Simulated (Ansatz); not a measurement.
Frontier orbitals of C$_{4}$H$_{3}$F$_{5}$, SMILES `FC1C(F)(F)CC1(F)F`.

```xyz
12

F    -0.911    1.408   -1.494
C     0.001    0.634   -0.875
C    -0.375   -0.827   -0.561
F    -1.704   -1.021   -0.525
F     0.158   -1.759   -1.371
C     0.249   -0.692    0.832
C     0.217    0.828    0.638
F    -0.835    1.412    1.238
F     1.324    1.504    0.993
H     0.962    0.670   -1.399
H    -0.352   -1.073    1.655
H     1.265   -1.082    0.869
```

The species carries charge 0 and has multiplicity 1. Geometry: relaxed with PBE0-D4/def2-TZVP. Basis def2-TZVPP, Ansatz.

A caution on the coupled-cluster cation, which keeps the state that its UHF reference found: large T1 diagnostic of the cation.

Problem. Compute the vertical ionisation energy as the energy of the cation minus that of the neutral molecule, at each level. (Best estimate.)

Solution. The calculation gave: 
```csv
level,IE (eV),difference from CCSD(T)/CBS(def2)
PBE-D4/def2-TZVPP,10.84,-1.43
r2SCAN-D4/def2-TZVPP,11.11,-1.16
PBE0-D4/def2-TZVPP,11.59,-0.67
B3LYP-D4/def2-TZVPP,11.59,-0.68
ωB97X-V/def2-TZVPP,11.86,-0.41
ωB97M-V/def2-TZVPP,11.82,-0.44
B2PLYP/def2-TZVPP,11.67,-0.60
HF/def2-TZVPP,12.17,-0.10
MP2/def2-TZVPP,12.21,-0.06
CCSD/def2-TZVPP,12.28,0.02
CCSD(T)/def2-TZVPP,12.05,-0.22
HF/def2-QZVPP,12.17,-0.10
MP2/def2-QZVPP,12.33,0.07
HF/CBS(def2),12.17,-0.10
MP2/CBS(def2),12.42,0.16
CCSD/CBS(def2),12.50,0.23
CCSD(T)/CBS(def2),12.27,0.00
```

B3LYP here is the variant with VWN-RPA as its local correlation; programs differ in this.
